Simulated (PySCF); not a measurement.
Bi(H)(Me)2 (C2H7Bi), SMILES [CH3][BiH][CH3]. Coordinates come from a B3LYP-D3(BJ)/def2-SVP optimisation. The def2 effective core potentials stand for the cores of Bi; spin–orbit coupling is left out.

Computed equilibrium geometry at B3LYP-D3(BJ)/def2-SVP (PySCF confirms it by a frequency run) as Cartesian coordinates in Å, and its point group:
point group Cs.
```xyz
10

Bi    -0.0233     0.2934     0.0000
H      1.7853     0.4352     0.0000
C      0.0087    -1.2945     1.6655
H      0.2685    -0.8163     2.6202
H     -0.9930    -1.7415     1.7374
H      0.7482    -2.0671     1.4178
C      0.0087    -1.2945    -1.6655
H      0.2685    -0.8163    -2.6202
H      0.7482    -2.0671    -1.4178
H     -0.9930    -1.7415    -1.7374
```
